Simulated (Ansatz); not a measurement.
PBE exchange is replaced step by step with exact exchange (0 % is PBE, 25 % PBE0; no dispersion term), basis def2-TZVP, Ansatz. System: Co(NH2)2 (CoN₂H₄). The state is a quartet with charge 0. Geometry: PBE0-D4/def2-TZVP.

Geometry of the quartet:

```xyz
7

Co   -0.003   -0.003   -0.003
N    -1.266    0.105    1.298
H    -1.401   -0.560    2.046
H    -1.943    0.847    1.402
N     1.262   -0.109   -1.302
H     1.946   -0.844   -1.401
H     1.404    0.564   -2.040
```

HOMO and LUMO are taken over both spins.

```
exact exchange (%)  HOMO (eV)  LUMO (eV)  gap (eV)   ⟨S²⟩
                 0      -4.27      -3.79      0.48  3.756
                 5      -4.63      -3.44      1.19  3.757
                10      -4.97      -3.10      1.87  3.758
                15      -5.31      -2.77      2.53  3.759
                35      -6.53      -1.62      4.91  3.762
                50      -7.39      -0.85      6.54  3.763
```

(1) Estimate the row for 25 %.

Results:

(1) 
```csv
exact exchange (%),HOMO (eV),LUMO (eV),gap (eV),⟨S²⟩
25,-5.93,-2.17,3.76,3.761
```
